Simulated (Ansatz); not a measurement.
A structure relaxed at PBE0-D4/def2-TZVP, charge 0, multiplicity 1:

```xyz
10

F     0.4856    1.3479    1.2725
C     0.4615    0.8969   -0.0447
Si   -1.2561    0.1311   -0.3831
S     1.8677   -0.1424   -0.4153
S     1.2957   -2.0103    0.1815
H     0.6210    1.7726   -0.6878
H    -1.2157   -0.6380   -1.6499
H    -2.2046    1.2673   -0.5181
H    -1.6665   -0.7169    0.7576
H     1.6114   -1.9083    1.4872
```

(1) Give its formula and SMILES.

(2) Summarise the bond lengths by kind.

Results:

(1) CH5FS2Si, `FC([SiH3])SS`.

(2) 1 × C–F 1.392 Å; 1 × C–Si 1.911 Å; 1 × C–S 1.787 Å; 1 × C–H 1.098 Å; 3 × H–Si 1.479 to 1.486 Å; 1 × S–S 2.043 Å; 1 × H–S 1.347 Å.

All numbers were calculated with Ansatz.
